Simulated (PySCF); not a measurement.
Simulated Cl 2p region for `C[Si](C)(C)[Si](C)(C)Cl`, binding energy against the vacuum level.

Every computed line was given a Gaussian of 0.5 eV full width at half maximum and an area set by the number of equivalent atoms (split 2:1 within a doublet); the highest printed point is 100. Computed with PySCF 2.14.0, delta-SCF UKS SCAN, pcX-2 on the ionised atom, pcseg-1 elsewhere, spin-free X2C.

binding energy (eV), intensity and a bar:
```
    204.3          0 
    204.4          1 
    204.5          4 #
    204.6         11 ###
    204.7         27 ########
    204.8         52 ###############
    204.9         80 ########################
    205.0        100 ##############################
    205.1        100 ##############################
    205.2         80 ########################
    205.3         51 ###############
    205.4         26 ########
    205.5         11 ###
    205.6          4 #
    205.7          1 
    205.8          0 
    205.9          0 
    206.0          0 
    206.1          1 
    206.2          3 #
    206.3          9 ###
    206.4         19 ######
    206.5         33 ##########
    206.6         46 ##############
    206.7         51 ###############
    206.8         46 ##############
    206.9         33 ##########
    207.0         19 ######
    207.1          9 ###
    207.2          3 #
    207.3          1 
    207.4          0
```

Q: How many maxima does the curve show, and how many computed lines lie under it?

A: The curve has 2 maxima (at 205.0 and 206.7 eV). Under it lie 2 lines from 1 inequivalent chlorine site, drawn as a 2p3/2, 2p1/2 pair.

Q: Decompose the envelope and assign each component. Numbering: `[CH3:1][Si:2]([CH3:3])([CH3:4])[Si:5]([CH3:6])([CH3:7])[Cl:8]`.

A: 
```tsv
position (eV)	relative area	line	atoms	environment
205.05	0.67	Cl 2p3/2	Cl8	silicon-bound chlorine
206.70	0.33	Cl 2p1/2	Cl8	silicon-bound chlorine
```

No satellites, vibrations or lifetime broadening are included. The 2p values add to the ΔSCF energy of one spin-free hole a correction within the shell (spin–orbit coupling, ligand field). 2p1/2 minus 2p3/2 (ligand field included): Cl 1.65 eV. Geometry: PBE0-D3(BJ)/def2-SVP; no solvent, vibrations or thermal averaging.

The run took 2.0 min wall on one thread of an Arm Neoverse V2, no GPU (shared host), and the process peaked at 1.1 GiB of memory.

Shape of the structure used: `[CH3:1][Si:2]([CH3:3])([CH3:4])[Si:5]([CH3:6])([CH3:7])[Cl:8]`: C1–Si2–Si5–C6 -175°.
